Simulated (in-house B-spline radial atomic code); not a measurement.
A fraction x of an electron is added to 5p in neutral iodine, starting from [Kr] 4d10 5s2 5p5 and keeping the highest spin. Computed with a B-spline radial code for spherical atoms: scalar-relativistic (X2C) HSE06, spin-polarised, spherical fractional occupations, Fermi nucleus of rms radius 4.75 fm.

Caution: exact exchange at fractional occupations of open shells leaves self-interaction of up to several eV.

| x | E(x) - E(0) (eV) | 5p down level (eV) |
| --- | --- | --- |
| 0 | 0.0000 | -7.037 |
| 0.1 | -0.6694 | -6.352 |
| 0.2 | ? | ? |
| 0.3 | -1.8050 | -5.010 |
| 0.4 | -2.2732 | -4.355 |
| 0.5 | ? | ? |
| 0.6 | -3.0156 | -3.077 |
| 0.7 | -3.2922 | -2.456 |
| 0.8 | -3.5074 | -1.849 |

Q: What belongs in the row x = 0.2?

A: An energy change of -1.2708 eV; 5p down at -5.676 eV.

Q: What belongs in the row x = 0.5?

A: An energy change of -2.6764 eV; 5p down at -3.710 eV.

Q: Check Janak's theorem between x = 0.3 and 0.4.

A: The slope of the energy is -4.68 eV; the orbital levels give -4.68 eV (ε of the filling orbital, averaged over the two points).
